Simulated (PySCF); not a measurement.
Can point charges reproduce the dipole moment of `CO[Si@@H](F)CC[SiH3]`?

Coordinates (GFN2-xTB, Å) and charges (e) from the PBE0/pcSseg-1 density (PySCF):

| atom | x | y | z | Mulliken | IAO | Hirshfeld | ESP-fitted |
| --- | --- | --- | --- | --- | --- | --- | --- |
| C1 | 3.458 | -0.207 | 0.085 | -0.0084 | -0.1992 | -0.0298 | -0.1102 |
| O2 | 2.153 | -0.613 | -0.225 | -0.6352 | -0.6382 | -0.2281 | -0.4495 |
| Si3 | 0.751 | 0.000 | 0.287 | +1.1574 | +1.3827 | +0.4794 | +0.8767 |
| F4 | 0.798 | 1.603 | 0.055 | -0.4353 | -0.5437 | -0.2069 | -0.3434 |
| C5 | -0.540 | -0.814 | -0.820 | -0.5514 | -0.5676 | -0.1602 | -0.3704 |
| C6 | -1.978 | -0.671 | -0.319 | -0.5398 | -0.5274 | -0.1555 | -0.1407 |
| Si7 | -2.646 | 1.110 | -0.333 | +0.4817 | +0.5925 | +0.3090 | +0.3295 |
| H8 | 3.557 | 0.875 | -0.003 | +0.1077 | +0.1378 | +0.0457 | +0.1041 |
| H9 | 4.136 | -0.695 | -0.616 | +0.1202 | +0.1558 | +0.0513 | +0.1101 |
| H10 | 3.714 | -0.504 | 1.104 | +0.1018 | +0.1337 | +0.0436 | +0.0881 |
| H11 | 0.555 | -0.097 | 1.728 | -0.1573 | -0.1785 | -0.0827 | -0.1458 |
| H12 | -0.471 | -0.393 | -1.826 | +0.1537 | +0.1539 | +0.0448 | +0.1173 |
| H13 | -0.300 | -1.876 | -0.919 | +0.1538 | +0.1600 | +0.0452 | +0.0977 |
| H14 | -2.629 | -1.293 | -0.940 | +0.1490 | +0.1487 | +0.0412 | +0.0760 |
| H15 | -2.047 | -1.078 | 0.692 | +0.1429 | +0.1414 | +0.0369 | +0.0436 |
| H16 | -4.075 | 1.053 | -0.003 | -0.0912 | -0.1203 | -0.0821 | -0.1139 |
| H17 | -2.488 | 1.675 | -1.676 | -0.0820 | -0.1191 | -0.0763 | -0.0832 |
| H18 | -1.958 | 1.931 | 0.659 | -0.0676 | -0.1127 | -0.0753 | -0.0861 |

Task: Compute μ = Σ q r for each scheme (1 e·Å = 4.803 D) and compare with the dipole of the full density.

Result: The full density gives (0.84, -1.47, 0.36) D, 1.73 D in size; dipole vectors point from the negative to the positive end.

```tsv
scheme	μx	μy	μz	size (D)	share of the full size (%)	angle to the full dipole (°)
Mulliken	1.40	-0.22	1.49	2.06	119	55
IAO	0.30	-1.21	1.58	2.01	117	42
Hirshfeld	0.58	-0.83	0.33	1.07	62	8
ESP-fitted	0.87	-1.47	0.38	1.75	101	1
```

Task: Which set comes closest?

Result: Length of the difference vector: ESP-fitted 0.03 D, Hirshfeld 0.69 D, IAO 1.36 D, Mulliken 1.77 D. Closest: ESP-fitted. The schemes that divide the density aren't constrained to reproduce the dipole.

Task: What is left for the Hirshfeld atoms' own dipoles?

Result: The Hirshfeld atoms' densities add up to the full density, so μ = Σ q r + Σ (atomic dipoles). The atomic dipoles sum to (0.84, -1.47, 0.36) − (0.58, -0.83, 0.33) = (0.26, -0.64, 0.03) D, 0.69 D in size.

Task: With the origin at the mean of the coordinates, (0.000, 0.000, -0.171) Å, which are the largest single terms, by size, of the Hirshfeld dipole along the direction of the full one?

Result: Si7 -3.36, O2 -1.71, H16 +1.12, H17 +1.08, Si3 +1.07 D; all 18 atoms together +1.06 D. The single terms depend on the origin, their sum doesn't.

Task: Give the size of the full dipole in other units.

Result: 1.73 D = 0.680 au = 0.360 e·Å = 5.76 × 10⁻³⁰ C·m.

One conformer (not necessarily the lowest) at the GFN2-xTB geometry, without solvent, vibrations or thermal averaging.

The run behind these numbers computed NMR shieldings as well. The run took 40 s wall (grids of density and orbitals included) on an Arm Neoverse V1 with one thread (shared host), and the process peaked at 0.89 GiB of memory.

Conformer computed: `[CH3:1][O:2][Si@@H:3]([F:4])[CH2:5][CH2:6][SiH3:7]`: C1–O2–Si3–F4 50°, O2–Si3–C5–C6 166°, Si3–C5–C6–Si7 67°.
